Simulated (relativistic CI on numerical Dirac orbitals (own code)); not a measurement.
Charge states of iodine

Calculated at this level of theory: Dirac-Coulomb-Breit CI, separate exchange-only KLI orbitals for each configuration, a model potential for QED, valence Slater integrals scaled by 0.9 (own radial code, finite nucleus).

Each species is treated in one configuration, given outside its closed core. Radial values are for the open shell of highest l, unscaled and averaged over j; ζ includes the Breit term. Labels give the leading LS character, summed over repeated terms.

```tsv
Ion	Configuration	Its lowest level	LS weight (%)	g_J	g√(J(J+1))	Next level	E (cm⁻¹)	ζ (cm⁻¹)
I²⁴⁺	3d10 4s	2S_1/2	100	2.000	1.73			
I²⁵⁺	3d10	1S_0	100		0.00			
I²⁶⁺	3d9	2D_5/2	100	1.196	3.54	2D_3/2	98727	39390
I²⁷⁺	3d8	3F_4	94	1.230	5.50	1D_2	45135	40550
I²⁸⁺	3d7	4F_9/2	76	1.271	6.32	J = 3/2 (mixed)	63238	41730
I²⁹⁺	3d6	5D_4	62	1.375	6.15	J = 2 (mixed)	37429	42940
I³⁰⁺	3d5	6S_5/2	57	1.748	5.17	J = 5/2 (mixed)	85023	44170
I³¹⁺	3d4	J = 0 (mixed)	49		0.00	5D_1	70841	45440
I³²⁺	3d3	?	?	?	?	?	?	?
I³³⁺	3d2	3F_2	82	0.728	1.78	3P_0	102310	48070
I³⁴⁺	3d	2D_3/2	100	0.794	1.54	2D_5/2	123910	49430
I³⁵⁺	3s2 3p6	1S_0	100		0.00			
I³⁶⁺	3s2 3p5	2P°_3/2	100	1.328	2.57	2P°_1/2	576310	383600
I³⁷⁺	3s2 3p4	3P_2	72	1.355	3.32	1S_0	98680	390100
I³⁸⁺	3s2 3p3	J = 3/2 (mixed)	44	1.402	2.71	4S°_3/2	526500	396800
I³⁹⁺	3s2 3p2	3P_0	73		0.00	3P_1	546750	403500
I⁴⁰⁺	3s2 3p	2P°_1/2	100	0.657	0.57	2P°_3/2	616340	410200
I⁴¹⁺	3s2	1S_0	100		0.00			
I⁴²⁺	3s	2S_1/2	100	1.994	1.73			
I⁴³⁺	2s2 2p6	1S_0	100		0.00			
I⁴⁴⁺	2s2 2p5	2P°_3/2	100	1.317	2.55	2P°_1/2	2.4879e+06	1.656e+06
I⁴⁵⁺	2s2 2p4	3P_2	70	1.334	3.27	1S_0	291970	1.688e+06
I⁴⁶⁺	2s2 2p3	J = 3/2 (mixed)	46	1.359	2.63	4S°_3/2	2.3913e+06	1.721e+06
I⁴⁷⁺	2s2 2p2	3P_0	71		0.00	3P_1	2.4679e+06	1.755e+06
```

Fill in the row of I³²⁺.

Its lowest level 4F_3/2; LS weight (%) 67; g_J 0.576; g√(J(J+1)) 1.12; Next level 4F_5/2; E (cm⁻¹) 79264; ζ (cm⁻¹) 46740.
